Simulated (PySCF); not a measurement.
C4H6Cl2.

```xyz
12

C     -3.1492     0.0285    -0.5211
C     -1.9063    -0.4253    -0.6884
C     -0.6864     0.4556    -0.7357
C      0.2838     0.1813     0.4078
Cl     0.9049    -1.4865     0.3383
Cl     1.6335     1.3389     0.3613
H     -4.0055    -0.6522    -0.4958
H     -3.3591     1.0987    -0.4107
H     -1.7284    -1.5018    -0.7941
H     -0.9755     1.5165    -0.6745
H     -0.1352     0.3135    -1.6802
H     -0.2015     0.2940     1.3848
```
Charge 0, spin multiplicity 1.

The structure is a stationary point at ωB97X-D3(BJ)/def2-SVP. The values are those of a single conformer.

All values below come from PBE0/pcSseg-1 (PySCF). Non-relativistic, no solvent.

Computed absolute GIAO shielding of each atom: isotropic value and principal components (ppm):
```
atom  σ(iso)    σ11    σ22     σ33   span
----  ------  -----  -----  ------  -----
C1      56.5  -58.3   73.9   154.0  212.3
C2      41.2  -82.6   49.7   156.6  239.2
C3     131.2  108.0  132.0   153.8   45.8
C4      98.7   59.3  116.7   120.1   60.8
Cl5    693.9  471.3  602.1  1008.3  537.0
Cl6    663.1  369.0  604.7  1015.5  646.5
H7      25.7   22.8   24.7    29.8    7.0
H8      25.8   22.1   25.0    30.2    8.1
H9      25.1   21.9   23.3    30.1    8.2
H10     28.8   24.2   28.8    33.4    9.2
H11     28.5   25.7   28.6    31.2    5.5
H12     26.0   22.2   25.9    29.8    7.6
```
